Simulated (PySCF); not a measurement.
CBF2NO, SMILES B(N=C=O)(F)F.

Geometry: ωB97X-D3(BJ)/def2-SVP. The values are those of a single conformer.

Method: PySCF with ωB97X-D3(BJ)/def2-SVP.

No scaling factor is applied to the harmonic values.

Computed vibrational spectrum:
| mode | ν (cm⁻¹) | IR (km/mol) | moving atoms (share of kinetic energy) |
|---|---|---|---|
| 1 | 32 | 0.3 | F 35 %, N 34 %, O 28 % |
| 2 | 89 | 0.1 | N 63 %, O 21 %, F 13 % |
| 3 | 420 | 7.6 | F 65 %, O 13 %, N 9 %, C 8 % |
| 4 | 455 | 15.1 | F 54 %, N 27 %, C 9 % |
| 5 | 618 | 43.3 | C 67 %, O 15 %, N 12 % |
| 6 | 638 | 17.1 | C 71 %, O 14 %, N 9 % |
| 7 | 669 | 116.7 | B 78 %, F 10 %, N 9 % |
| 8 | 744 | 14.9 | F 64 %, O 13 %, N 9 % |
| 9 | 1268 | 490.0 | B 56 %, F 21 %, O 15 %, N 8 % |
| 10 | 1462 | 406.9 | B 75 %, F 25 % |
| 11 | 1671 | 334.3 | N 50 %, O 26 %, B 21 % |
| 12 | 2490 | 1537.0 | C 69 %, N 18 %, O 12 % |
